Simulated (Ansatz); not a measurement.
`C[SiH](O)F` + H₂Se → `O[SiH](F)[SeH]` + CH₄ at 700 K and 1 bar (ligand exchange at the Si–C bond).

Isolated molecules relaxed with PBE0-D4/def2-TZVP in Ansatz; ΔE leaves out vibrations. CCSD(T)/CBS is the MP2 limit (def2-TZVPP, def2-QZVPP) plus CCSD(T) − MP2 in def2-TZVPP, frozen cores. This one scheme is used for every species. For Se outer-core shells are correlated without core-valence functions, which leaves a few kJ/mol of doubt a bond. Scalar relativity is left out up to krypton. Each species was taken in one conformer, which may not be the lowest.

| species | CCSD(T)/CBS energy (Eh) | H − E (kJ/mol) | S (J/(mol·K)) |
| --- | --- | --- | --- |
| `C[SiH](O)F` | -505.24344 | 231.7 | 415.6 |
| H₂Se | -2401.89790 | 61.1 | 251.1 |
| `O[SiH](F)[SeH]` | -2866.70409 | 154.5 | 424.7 |
| CH₄ | -40.46206 | 145.9 | 224.0 |

H − E and S are ideal-gas, rigid-rotor, harmonic terms from PBE0-D4/def2-TZVP, for one conformer and one mirror image of each species. 1 Eh = 2625.50 kJ/mol, R = 8.31446 J/(mol·K).

Task: By hand: ΔE, ΔH, ΔS and ΔG.

Result: ΔE = (-2866.70409) + (-40.46206) − (-505.24344) − (-2401.89790) = -0.02481 Eh = -65.1 kJ/mol. Δ(H − E) = 154.5 + 145.9 − 231.7 − 61.1 = 7.6, so ΔH = -57.5 kJ/mol. ΔS = 424.7 + 224.0 − 415.6 − 251.1 = -18.0 J/(mol·K). ΔG = -57.5 − 700 × (-18.0)/1000 = -44.9 kJ/mol.

Task: By hand: the equilibrium constant, and the temperature at which ΔG would vanish if ΔH and ΔS stayed fixed.

Result: log₁₀ K = −ΔG/(RT ln 10) = 3.4. ΔG = 0 at ΔH/ΔS = 3194 K, far beyond where these terms or the molecules hold.

ΔH outweighs TΔS. A doubt of 5 kJ/mol in ΔE shifts log₁₀ K by 0.4 here. Other conformers and mirror images would add mixing entropy, several J/(mol·K) or more a flexible species. These are equilibria of isolated gas molecules and say nothing of rates. Largest T1 diagnostic: 0.011 (customary marks: 0.02 for closed shells, 0.045 for open ones).
